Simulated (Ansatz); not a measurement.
SeS₄⁺, relaxed as a doublet with UKS PBE-D4/def2-SVP in Ansatz, starting from the GFN1-xTB geometry. Force threshold 0.02 eV/Å.

The relaxation made no stability test and no search for a lower SCF solution. Another isomer (doublet) lies 1.08 eV lower at PBE0-D4/def2-TZVP; other spin states weren't run for this one.

Start:

```xyz
5

S    -1.331   -0.670    0.893
S     1.771   -0.330   -0.666
S     0.647    0.036    1.028
S     1.060    1.593   -0.268
Se   -2.147   -0.629   -0.987
```

```
         step   energy (eV)  largest force component (eV/Å)  SCF passes
            1  -108632.7831                           1.494          20
            2  -108633.0099                           0.840          23
            3  -108633.1600                           1.127          29
            4  -108633.2397                           1.393          28
            5  -108633.3337                           1.281          29
            6  -108633.4049                           0.168          24
            7  -108633.4057                           0.237          22
            8  -108633.4105                           0.073          24
            9  -108633.4131                           0.037          24
           10  -108633.4133                           0.011          17
           11  -108633.4133                           0.004          15
           12  -108633.4133                           0.002          15
           13  -108633.4133                           0.004          10
           14  -108633.4133                           0.010          17
           15  -108633.4134                           0.025          23
16 (rejected)  -108633.4060                           0.452          30
           17  -108633.4135                           0.033          23
           18  -108633.4139                           0.063          24
19 (rejected)  -108633.4046                           0.586          29
           20  -108633.4165                           0.195          23
           21  -108633.4182                           0.416          24
           22  -108633.4192                           0.357          24
           23  -108633.4281                           0.136          31
           24  -108633.4299                           0.095          24
           25  -108633.4312                           0.080          25
           26  -108633.4316                           0.043          24
27 (rejected)  -108633.4297                           0.170          24
           28  -108633.4323                           0.021          25
           29  -108633.4324                           0.014          25
```

Force components are those of the run's own axes.

End:

```xyz
5

S    -1.746   -0.517    0.936
S     1.300   -0.315   -0.861
S     1.129   -0.008    1.154
S     0.894    1.660   -0.160
Se   -1.577   -0.820   -1.069
```

Bonds lost: S1–S3 (atoms count from 1).

The force fell under the threshold at step 10, but the optimiser went on and released 0.019 eV more. No frequencies were taken in this run, so the end may be a saddle point.

Hardware: 4 threads of Arm Neoverse V1 on a shared host. Wall time 33 s.
